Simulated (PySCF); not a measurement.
## Correlation energy of Tb (terbium, neutral)

Starting occupation: [Xe] 4f9 6s2, 4f5/2 with m_j = -5/2, -3/2, -1/2, +1/2, +3/2, +5/2, 4f7/2 with m_j = +3/2, +5/2, +7/2. All numbers are calculated (PySCF 2.14, X2C-1e with screened-nucleus spin-orbit coupling, Gaussian nucleus, in x2c-QZVPPall-2c). Frozen: [Ar] 3d10; 37 electrons correlated; the 40 highest virtual spinors left out.

MP2 pair energies summed by pair of shells (mhartree):

| pair | energy | share (%) |
| --- | --- | --- |
| 4d-4f | -381.72 | 20.4 |
| 4f-4f | -311.32 | 16.6 |
| 4f-5p | -244.79 | 13.1 |
| 4d-4d | -171.21 | 9.1 |
| 5p-5p | -132.94 | 7.1 |
| 4d-4p | -112.79 | 6.0 |
| 4d-5p | -95.97 | 5.1 |
| 4f-4p | -91.03 | 4.9 |
| 4f-5s | -56.56 | 3.0 |
| 5p-5s | -39.76 | 2.1 |
| 4d-5s | -34.14 | 1.8 |
| 5p-6s | -31.82 | 1.7 |
| 4p-4p | -27.56 | 1.5 |
| 4d-4s | -27.49 | 1.5 |
| 4f-4s | -20.99 | 1.1 |
| 6s-6s | -18.83 | 1.0 |
| 4f-6s | -16.96 | 0.9 |
| 4p-5p | -15.84 | 0.8 |
| 4p-4s | -15.36 | 0.8 |
| 4p-5s | -8.39 | 0.4 |
| 5s-5s | -7.11 | 0.4 |
| 4d-6s | -3.52 | 0.2 |
| 4s-5p | -2.83 | 0.2 |
| 4s-4s | -2.47 | 0.1 |
| 5s-6s | -1.75 | 0.1 |
| 4s-5s | -1.24 | 0.1 |
| 4p-6s | -0.57 | 0.0 |
| 4s-6s | -0.08 | 0.0 |

Total MP2 correlation energy: -1875.0 mhartree.

The GHF reference relaxed away from the jj start to a determinant that is no pure jj level (⟨S²⟩ = 8.64, ⟨J²⟩ = 63.78); the energies belong to that determinant.

This basis was not built for core-valence correlation, so the inner-shell part is incomplete.
